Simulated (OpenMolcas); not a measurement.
**3d⁴ along the 22-electron sequence**

```yaml
Program: OpenMolcas
Method: MS-CASPT2, IPEA 0.25 Eh, imaginary shift 0.1 Eh
Basis: ANO-R2
Scalar_Hamiltonian: X2C, finite nucleus
Spin-orbit_coupling: state interaction with AMFI integrals over the reference wave functions, term energies averaged over their components
```

Active space for each ion: 4 electrons in 5 orbitals (3d); closed shells correlated by CASPT2: 3s 3p.

Computed levels in cm-1 above ⁵D₀:

```tsv
Level	Mn3+	Fe4+	Co5+	Ni6+	Cu7+
⁵D₁	101	147	207	285	382
⁵D₂	298	432	604	825	1096
⁵D₃	583	838	1165	1579	2080
⁵D₄	945	1350	1865	2510	3270
³P₀(1)	20940	24290	27690	30950	33810
³P₁(1)	21550	25170	28940	32650	36060
³H₄	21720	25360	29060	32590	35900
³H₅	21930	25680	29520	33240	36800
³H₆	22180	26030	30020	33930	37700
weight of ⁵D in the lowest level (%)	100	100	100	99	99
```

Measured, with the error of the calculation in %. Measured levels: Mn3+ from Corliss and Sugar, J. Phys. Chem. Ref. Data 6, 1253 (1977); Fe4+ from Corliss and Sugar, J. Phys. Chem. Ref. Data 11, 135 (1982); Co5+ from Sugar and Corliss, J. Phys. Chem. Ref. Data 10, 1097 (1981); Ni6+ from Corliss and Sugar, J. Phys. Chem. Ref. Data 10, 197 (1981).

```
 Level          Mn3+          Fe4+          Co5+          Ni6+
   ⁵D₁   99.0 (+2.2)    142 (+3.6)    204 (+1.6)    279 (+2.2)
   ⁵D₂    287 (+4.0)    417 (+3.4)    589 (+2.6)    804 (+2.7)
   ⁵D₃    552 (+5.5)    803 (+4.4)   1125 (+3.6)   1520 (+3.9)
   ⁵D₄    886 (+6.6)   1283 (+5.3)   1782 (+4.7)   2392 (+4.9)
³P₀(1)  20654 (+1.4)  24055 (+1.0)  27166 (+1.9)  30077 (+2.9)
³P₁(1)  21279 (+1.3)  24973 (+0.8)  28462 (+1.7)  31836 (+2.6)
   ³H₄  21281 (+2.1)  24932 (+1.7)  28377 (+2.4)  31672 (+2.9)
   ³H₅  21475 (+2.1)  25226 (+1.8)  28806 (+2.5)  32286 (+3.0)
   ³H₆  21679 (+2.3)  25528 (+2.0)  29234 (+2.7)  32877 (+3.2)
```

The fine-structure level ⁵D₄ changes by a factor of 3.46 from Mn3+ to Cu7+. Its fourth root runs 5.54, 6.06, 6.57, 7.08, 7.56, with steps per unit of Z of 0.52, 0.51, 0.51, 0.48; equal steps would mean a (Z - σ)^4 law with constant σ.

³P₀(1) changes by a factor of 1.61 over the same range, with steps per unit of Z of +3350, +3400, +3260, +2860 cm-1.

Term energies are means over components that CASPT2 splits; among the terms shown or strongly mixed into the levels shown the widest spread is 410 cm-1 (3d⁴ ³H, Mn3+). The CASPT2 spread within a term exceeds the gap to the next term for 3d⁴ ³H and 3d⁴ ³P(1), so the order of their levels is uncertain (holds for Mn3+; Fe4+; Co5+). Computed and measured levels are paired by configuration, term and J; levels that our copy of the source lacks, or whose pairing is in doubt (as where it misses far off the trend of its configuration), stay unpaired and out of the deviations. Only configurations of the active space appear.

A number in round brackets counts repeated terms of one configuration in the order of the reference energies.
